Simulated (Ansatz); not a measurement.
C2H8AsGa, singlet, geometry from GFN2-xTB (such geometries of metal compounds can be far from the true shape); SVWN5/def2-TZVPD run with Ansatz (a program for electronic structure).

The Ansatz input:
Ansatz 0.2 input:
```yaml
crystal:
  periodic: [false, false, false]
  atoms:
    - {symbol: Ga, position_ang: [0.41134409, -0.56738828, 0.35285170]}
    - {symbol: C, position_ang: [2.18358417, -1.24807119, -0.44447018]}
    - {symbol: H, position_ang: [2.08508967, -2.27947158, -0.80004424]}
    - {symbol: H, position_ang: [2.98808853, -1.24152256, 0.29780563]}
    - {symbol: H, position_ang: [2.50593038, -0.63357006, -1.29263499]}
    - {symbol: C, position_ang: [-0.31834019, -1.52571280, 2.02293460]}
    - {symbol: H, position_ang: [-0.59825314, -2.55939518, 1.79183208]}
    - {symbol: H, position_ang: [-1.20733864, -1.02234374, 2.41957394]}
    - {symbol: H, position_ang: [0.42763898, -1.56773446, 2.82282014]}
    - {symbol: As, position_ang: [-0.83362992, 1.28794510, -0.69983659]}
    - {symbol: H, position_ang: [-2.06946727, 0.43296341, -0.53463662]}
    - {symbol: H, position_ang: [-0.56503154, 0.60062655, -2.01929770]}
basis:
  gaussian:
    orbitals: def2-TZVPD
hamiltonian:
  xc: {name: SVWN5}
```

It wrote (shortened):

```
Functional definition: SVWN5
1539 factors; their error is unknown
mean field evaluation 1: about -115211.3057 eV, gradient 1.0e2 eV
mean field evaluation 2: about -115164.1190 eV, gradient 1.6e2 eV
mean field evaluation 4: about -115231.9238 eV, gradient 1.6e1 eV
mean field evaluation 8: about -115232.6736 eV, gradient 6.8e-2 eV
mean field evaluation 16: about -115232.6216 eV, gradient 4.8e-4 eV
mean field -115232.62157162 eV, -4234.7207352807 hartree, gradient 4.2e-5 eV, S^2 0.000000; 0 other end points of the search recorded, 0 dependent functions left out
reference -115232.62162288 eV, -4234.7207371645 hartree; 42, 42 occupied and 212, 212 virtual orbitals, 1539 factors
Total energy: -115232.62162288 eV, -4234.7207371645 hartree
```
